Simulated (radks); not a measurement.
Values are calculated unless marked as measured or tabulated.
The fluorine anion F-, [Ne], held by a Watson sphere: a shell of charge +1 at radius R that stands for the Madelung well of a crystal (potential energy -1/R inside, -1/r outside, in hartree with lengths in bohr). Code: a radial shooting solver on a logarithmic mesh with Libxc functionals. Model: scalar-relativistic Kohn-Sham, LDA (Slater exchange, Perdew-Wang correlation), spin-polarised, spherical densities, finite nucleus; Fermi nuclear charge, rms radius of each element as measured or else 0.836 A^(1/3) + 0.57 fm. Response by self-consistent Sternheimer equations with the Hartree and adiabatic LDA kernel, the relativistic mass of each level held fixed and spin-orbit coupling left out. The sphere does not respond.

| R (bohr) | e(1s) (eV) | e(2s) (eV) | e(2p) (eV) | <r> 2p (bohr) | sum of <r^2> (bohr^2) | X-ray form factor at sin(theta)/lambda = 0.3 1/angstrom | alpha (bohr^3) |
|---|---|---|---|---|---|---|---|
| 2.16 | -654.03 | -26.780 | -8.811 | 1.232 | 15.32 | 5.080 | 8.491 |
| 2.52 | -653.39 | -25.782 | -7.874 | 1.254 | 15.96 | 5.058 | 10.12 |
| 2.62 | -653.21 | -25.534 | -7.637 | 1.260 | 16.12 | 5.054 | 10.58 |
| 2.86 | -652.79 | -24.987 | -7.106 | 1.270 | 16.46 | 5.048 | 11.70 |
| 2.93 | -652.67 | -24.838 | -6.960 | 1.273 | 16.56 | 5.047 | 12.03 |
| 3.26 | -652.13 | -24.197 | -6.328 | 1.285 | 16.95 | 5.043 | 13.58 |
| 3.47 | -651.81 | -23.835 | -5.968 | 1.291 | 17.17 | 5.042 | 14.55 |
| 3.77 | -651.39 | -23.369 | -5.503 | 1.298 | 17.44 | 5.041 | 15.92 |
